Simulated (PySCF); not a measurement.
**MoI from Hartree–Fock to correlated methods**

State: ⁶Σ⁺ (sextet), unpaired electrons σ ↑, π ↑↑, δ ↑↑. Set-up: Mo def2-TZVPP with ECP28, I def2-TZVPP with ECP28; scalar-relativistic core potentials (PySCF 2.14). De refers to Mo (4d5 5s1) + I in their high-spin ground configurations, without counterpoise correction. The functionals are run spin-unrestricted. A positive dipole means Mo(−)I(+).

```csv
Level,Re (Å),ωe (cm⁻¹),De (eV),μ (D),"CPU s a point (SCF and correlation, without the integrals)"
UHF,2.764,184,n/a,-7.06,2.3
UHF-MP2,2.604,224,n/a,n/a,4.2
UHF-SCS-MP2,2.630,215,n/a,n/a,n/a
LDA,2.565,234,3.49,-3.45,1.3
PBE,2.619,216,2.94,-3.79,1.9
r²SCAN,2.628,216,2.81,-4.22,2.4
M06-L,2.640,212,3.11,-4.01,5
PBE0,2.630,214,2.82,-4.73,4.5
B97-3,2.652,208,2.97,-4.64,2.7
M06-2X,2.648,207,3.10,-4.87,4.1
ωB97M-V,2.645,213,2.83,-5.33,13
```

The bond length runs from 2.565 Å (LDA) to 2.764 Å (UHF). De spans 2.81 eV (r²SCAN, meta-GGA) to 3.49 eV (LDA, local density).

Correlated steps freeze 4 core orbitals. The metal atom is held in its measured ground configuration; semilocal functionals can put another filling of s and d lower by some tenths of an eV, and De to that atom would be smaller. Spin–orbit coupling is left out, which matters for elements this heavy, above all for dissociation energies. Counting both spins, an empty level lies below a filled one in some of these solutions, because spin and occupation are held. With d or f electrons several states lie close, and the lowest PBE0 determinant need not be the measured ground state.

The whole job (state search and all levels along the bond) took about 7 min on 2 threads of Intel Xeon Platinum 8375C @ 2.90GHz (shared host), peak memory 3.9 GiB.
